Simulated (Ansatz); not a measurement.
Cost and result for the atomization energy of C₂H₄Cl₂Ge (`C=[CH][GeH]([Cl])[Cl]`) (9 atoms, 8 bonds).

Z-matrix (Å, degrees):
```
Ge
C 1 1.923
Cl 1 2.146 2 108.8
Cl 1 2.148 2 108.8 3 117.4
H 1 1.531 2 116.8 3 -121.9
C 2 1.326 1 122.8 3 3.9
H 2 1.087 1 116.7 3 -175.7
H 6 1.086 2 121.4 1 -179.9
H 6 1.085 2 121.9 1 -0.1
```

Charge 0, multiplicity 1. Correlated methods include outer-core shells of Ge, which these sets cover unevenly. Scalar relativity is left out up to krypton. The geometry is a stationary point of PBE0-D4/def2-TZVP. It is one conformer, not always the lowest. Program: Ansatz. All runs use 4 threads of an Arm Neoverse V2 on a shared host. Times are those of one run each, without the atoms' runs, and a repeat can differ threefold. Electronic energies, without spin–orbit coupling; frozen cores. CCSD(T)/CBS adds CCSD(T) − MP2 in def2-TZVPP to the MP2 limit, and its time is that of the two runs behind it. T1 = 0.010. With those shells the extrapolation isn't a true limit.

CCSD(T)/CBS is a level of theory with its own doubt, some kJ/mol a heavy atom from the limit and from the frozen cores, so smaller differences don't rank the functionals.

```tsv
level	functions	wall time	atomization (kJ/mol)	difference from CCSD(T)/CBS	per bond
LDA (SPW92)/def2-TZVPP	250	1.3 s	3665.4	452.9	56.6
revPBE-D4/def2-TZVPP	250	2.1 s	3188.6	-23.9	-3.0
BLYP-D4/def2-TZVPP	250	2.1 s	3171.0	-41.5	-5.2
PBE0-D4/def2-TZVPP	250	3.9 s	3223.9	11.4	1.4
BHLYP-D4/def2-TZVPP	250	4.1 s	3110.1	-102.4	-12.8
CAM-B3LYP-D4/def2-TZVPP	250	4.2 s	3192.9	-19.6	-2.5
r2SCAN-D4/def2-TZVPP (with forces)	250	6 s	3226.5	14.0	1.8
B2PLYP/def2-TZVPP	250	6 s	3161.9	-50.6	-6.3
PBE-QIDH/def2-TZVPP	250	6.5 s	3211.2	-1.3	-0.2
CCSD(T)/def2-SVP	116	7.5 s	3026.2	-186.3	-23.3
MP2/def2-QZVPP	463	23 s	3245.3	32.8	4.1
CCSD(T)/def2-TZVPP	250	3.5 min	3138.7	-73.8	-9.2
CCSD(T)/CBS(def2)	–	3.9 min	3212.5	0.0	0.0
```

Leaving LDA and LC-ωPBE aside and taking each functional with its dispersion term where it has one, the values, not all of them listed here, spread over 159.1 kJ/mol, from BHLYP-D4 to PBE-D4. LDA lies +421.3 kJ/mol from PBE without D4, its usual overbinding. From BLYP to BHLYP (50 % exact exchange), in def2-TZVPP and without D4, the atomization energy moves by −41.2 kJ/mol: exact exchange takes away binding that semilocal exchange gives to molecules. At CCSD(T), def2-SVP lies −186.3 kJ/mol from the extrapolated value and def2-TZVPP −73.8 kJ/mol: correlation converges slowly with the basis, and small sets miss more of it in the bonded molecule than in its fragments.

For some Ge, Se and Sn compounds the MP2-based and the directly extrapolated limit differ by 10 to 25 kJ/mol.
